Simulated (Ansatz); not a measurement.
Relaxation of BBrF2H2O (7 atoms, charge 0, multiplicity 1), to a largest force component of 0.03 eV/Å in at most 50 steps.

These are results of Ansatz 0.2.0, RKS CAM-B3LYP-D4/def2-SVP, not measurements.

```xyz
7
Properties=species:S:1:pos:R:3
B 0.053 0.514 -0.411
O -0.031 -0.167 2.093
H -0.967 -0.381 2.209
F 1.158 -0.094 -0.727
F -1.112 -0.045 -0.601
Br 0.115 2.441 0.123
H 0.033 0.788 2.322
```

Task: Where does it end, and by what steps?

Result: It converged. After 10 steps the energy has fallen by 0.420 eV; O2 moved furthest, 0.47 Å. Joined: B1–O2 (2.60 → 1.68 Å).

| step | energy less start (eV) | largest force component (eV/Å) | accepted |
| --- | --- | --- | --- |
| 0 | 0.0000 | 1.078 | yes |
| 1 | -0.0863 | 1.306 | yes |
| 2 | -0.1757 | 1.207 | yes |
| 3 | -0.3218 | 0.742 | yes |
| 4 | -0.3987 | 0.406 | yes |
| 5 | -0.4153 | 0.172 | yes |
| 6 | -0.4187 | 0.110 | yes |
| 7 | -0.4192 | 0.042 | yes |
| 8 | -0.4194 | 0.037 | yes |
| 9 | -0.4197 | 0.060 | yes |
| 10 | -0.4201 | 0.028 | yes |

```xyz
7
Properties=species:S:1:pos:R:3
B 0.013 0.428 0.034
O -0.009 -0.011 1.654
H -0.882 -0.395 1.845
F 1.109 -0.150 -0.461
F -1.172 -0.053 -0.393
Br 0.101 2.430 0.159
H 0.087 0.807 2.174
```

Whether the end is a true minimum wasn't checked by a vibrational analysis.

Run time: 11 s on 4 threads of AMD EPYC 9R45 96-Core Processor (Zen 5), on a shared host, peak memory 0.27 GiB.
